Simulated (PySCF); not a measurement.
C2H6OZn, SMILES C[CH2][Zn][OH] (connectivity only; charge and spin as stated), charge +1, multiplicity 2. Atoms are numbered in the order given.

```xyz
10

Zn     0.3291     0.1745     0.3145
C     -0.0331    -1.0506    -1.3921
C     -1.4937    -0.8377    -1.5127
H      0.3371    -2.0073    -0.9873
H      0.6419    -0.5497    -2.1060
H     -1.7889     0.1923    -1.7695
H     -2.0878    -1.2349    -0.6739
H     -1.8014    -1.4532    -2.3983
O      0.3482     1.2149     1.7249
H      1.2007     1.4297     2.1286
```
Charge +1, spin multiplicity 2.

The structure is a stationary point at ωB97X-D3(BJ)/def2-SVP. The spin state was assumed, not searched. The isomer is the one that the SMILES or the coordinates give; other isomers of the formula were not compared. The values are those of a single conformer.

All values below come from PySCF with PBE/def2-TZVP.

The molecule is in vacuum.

Computed frontier levels, dipole moment and polarisability:
```
Quantity                                                            Value
------------------------------------------------  -----------------------
α spin, highest occupied and lowest empty level       -12.05 and -7.26 eV
β spin, highest occupied and lowest empty level      -11.93 and -11.58 eV
dipole moment about the centre of nuclear charge                   4.17 D
mean static polarisability                           62.8 bohr³ (9.31 Å³)
polarisability, principal values                  39.1, 45.3, 104.1 bohr³
⟨S²⟩                                              0.754 (pure state 0.75)
```
